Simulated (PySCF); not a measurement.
HOP, SMILES O=P. Geometry: TPSSh-D3(BJ)/def2-TZVPD.

PySCF with TDDFT-LC-ωPBE/def2-TZVPD puts the lowest singlet excitations at 2.44, 5.62, 6.21, 6.91, 7.05, 7.37 eV and the lowest triplet (TDA) at 1.46 eV.

**Question.** What are the lowest singlet roots from EOM-CCSD/aug-cc-pVDZ run with PySCF 2.14.0? (The exact figures need the calculation; the answer reports its results.)

**Answer.** 2.55, 5.62, 6.06, 6.70, 6.95, 7.02 eV; triplets 1.74, 4.37, 4.86 eV. S1 differs by 0.11 eV (second minus first; roots are paired by order, and the bases may differ).
